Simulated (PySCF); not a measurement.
EPR parameters of C7H9

Species: C₇H₉ (doublet state).
Structure used (GFN2-xTB), in Å, numbered top down from 1:
```
atom  x, y, z in Å
C1     2.8508    0.4782    0.4515
C2     1.3611    0.2998    0.3669
C3     0.7482   -0.8372    0.4602
C4    -0.5671   -1.4810    0.4292
C5    -1.5781   -0.4259    0.2320
C6    -2.4332    0.4452    0.6869
C7    -2.1365    0.5234   -0.7855
H8     3.3482   -0.4803    0.5685
H9     3.1029    1.1149    1.2989
H10    3.2199    0.9612   -0.4524
H11    0.8218    1.2440    0.2190
H12   -0.6048   -2.2032   -0.3933
H13   -0.7482   -2.0087    1.3714
H14   -3.0025    0.8735    1.4732
H15   -2.8626    0.1648   -1.5086
H16   -1.5276    1.3402   -1.1618
```

The hyperfine couplings belong to this conformer and change with its torsions.

Identity: `C/C=[C]/CC1=CC1` [radical].

Level of theory: UKS B3LYP, pcH-1 on C H, non-relativistic, mean-field spin-orbit, GIAO in PySCF 2.14.0. The structure is a single GFN2-xTB conformer in the gas phase; no vibrational or solvent corrections. A GFN2-xTB geometry isn't a minimum of the functional, and hyperfine couplings can be far from their values at a DFT geometry. No stability test was run, so a lower SCF solution isn't excluded.

* g1, g2, g3: 2.00176, 2.00217, 2.00269
* g_iso: 2.00221
* Form of g: rhombic: the two nearest values differ by 44 % of g3 − g1
* ⟨S²⟩: 0.7591 (exact 0.7500)
* α and β electrons: 26, 25
* HOMO–LUMO gap, α and β orbitals: 5.90, 4.74 eV
* Total energy: -271.99450 Eh

Isotropic coupling and dipolar principal values T1 to T3, in MHz; ρ(0) is the spin density at the nucleus:

| atom | isotope | a_iso | T1 | T2 | T3 | Mulliken spin population | ρ(0) (bohr⁻³) |
| --- | --- | --- | --- | --- | --- | --- | --- |
| C1 | 13C | 64.7 | -4.6 | -4.0 | 8.5 | 0.04 | 0.0576 |
| C2 | 13C | -3.6 | -17.3 | 1.8 | 15.5 | -0.16 | -0.0032 |
| C3 | 13C | 252.8 | -80.0 | -59.7 | 139.7 | 0.98 | 0.2248 |
| C4 | 13C | 19.4 | -4.5 | -3.4 | 7.9 | -0.04 | 0.0173 |
| C5 | 13C | 73.3 | -9.2 | -2.2 | 11.4 | 0.00 | 0.0652 |
| C6 | 13C | 9.1 | -6.4 | -5.2 | 11.6 | 0.07 | 0.0081 |
| C7 | 13C | -1.4 | -0.7 | -0.2 | 0.9 | 0.00 | -0.0013 |
| H8 | 1H | -4.0 | -6.0 | -2.3 | 8.3 | 0.01 | -0.0009 |
| H9 | 1H | -8.0 | -2.7 | -2.3 | 5.0 | 0.00 | -0.0018 |
| H10 | 1H | -8.4 | -2.7 | -2.4 | 5.0 | 0.00 | -0.0019 |
| H11 | 1H | 159.0 | -4.7 | -1.7 | 6.3 | 0.09 | 0.0356 |
| H12 | 1H | 24.2 | -6.5 | -5.3 | 11.8 | 0.01 | 0.0054 |
| H13 | 1H | 22.4 | -6.4 | -5.1 | 11.6 | 0.01 | 0.0050 |
| H14 | 1H | -5.4 | -3.1 | -0.7 | 3.8 | 0.00 | -0.0012 |
| H15 | 1H | 2.0 | -1.1 | -0.7 | 1.7 | 0.00 | 0.0004 |
| H16 | 1H | 4.9 | -1.4 | -1.0 | 2.4 | 0.00 | 0.0011 |

The largest Mulliken spin populations are on C3 (+0.98), C2 (-0.16), H11 (+0.09) and C6 (+0.07). C3 is the only atom above +0.15. The positive populations add up to 1.21 and the negative ones to -0.21, together 2S = 1.

Under fast tumbling the dipolar parts average out, and these isotropic splittings remain: 1 × 1H (H11, I = 1/2, 2 lines) with 5.67 mT, 2 × 1H (H12/H13, I = 1/2, 3 lines) with 0.83 mT, 3 × 1H (H8/H9/H10, I = 1/2, 4 lines) with 0.24 mT, 1 × 1H (H14, I = 1/2, 2 lines) with 0.19 mT and 2 × 1H (H15/H16, I = 1/2, 3 lines) with 0.12 mT.

Nuclei that the bonding pattern makes equivalent are averaged, as if the motion that swaps them (rotation, inversion, ring flip) were fast.

The 13C coupling of C3 (252.8 MHz) shows only in satellite lines or after enrichment, since that isotope makes up about 1.07 % of natural carbon.
